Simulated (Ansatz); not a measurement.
The lowest singlet and triplet of CHF (SMILES [CH]F); geometries from B3LYP-D3(BJ)/def2-TZVP, each state relaxed from the structure named, with no frequency check.
Singlet at the triplet's geometry (charge 0, multiplicity 1):
```
atom    x (Å)    y (Å)   z (Å)
----  -------  -------  ------
C     -0.6204   0.3352  0.0000
F      0.5820  -0.1918  0.0000
H     -1.5160  -0.2851  0.0000
```

A positive gap puts the triplet lower; no zero-point energy. R- takes a restricted singlet. The triplet is unrestricted in single-reference levels. Active spaces average the two states.

Correlated levels freeze the cores.

Run with Ansatz (Gaussian basis) for Hartree–Fock, density functionals and correlated methods. 

Task: What gap E(singlet) − E(triplet), vertical, at the triplet's geometry does R-MP2/cc-pVDZ give?

Result: 1.7 kcal/mol

Task: Estimate the gap E(singlet) − E(triplet), vertical, at the triplet's geometry that R-r2SCAN/def2-TZVPP returns for this input.

Result: 7.8 kcal/mol

Task: What is the computed gap E(singlet) − E(triplet), vertical, at the triplet's geometry (FIC-MRCISD+Q on SA-CASSCF(2,2)/cc-pVTZ)?

Result: -4.2 kcal/mol

Doubts at one or more of the structures used: a restricted determinant that unrestricted orbitals would lower (R-r2SCAN/def2-TZVPP, R-MP2/cc-pVDZ).

Ansatz is a quantum-chemistry and plane-wave program.
